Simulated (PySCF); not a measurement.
C3H2F3, SMILES C=C(F)[C](F)F (connectivity only; charge and spin as stated), charge +1, multiplicity 1.

The structure is a stationary point at PBE0-D3(BJ)/def2-SVP. The spin state was assumed, not searched. The isomer is the one that the SMILES or the coordinates give; other isomers of the formula were not compared. Other conformers were not sampled.

Method: PBE/def2-TZVP (PySCF).

Gas-phase values at a fixed geometry.

| Item | Value |
|---|---|
| total energy | -414.43215 hartree |
| point group | Cs |
| highest occupied level | -13.84 eV |
| lowest empty level | -10.89 eV |
| orbital gap | 2.95 eV |
| dipole moment about the centre of nuclear charge | 0.617 e·Å |
| mean static polarisability | 37.0 bohr³ (5.48 Å³) |
| polarisability, principal values | 20.4, 35.5, 55.1 bohr³ |
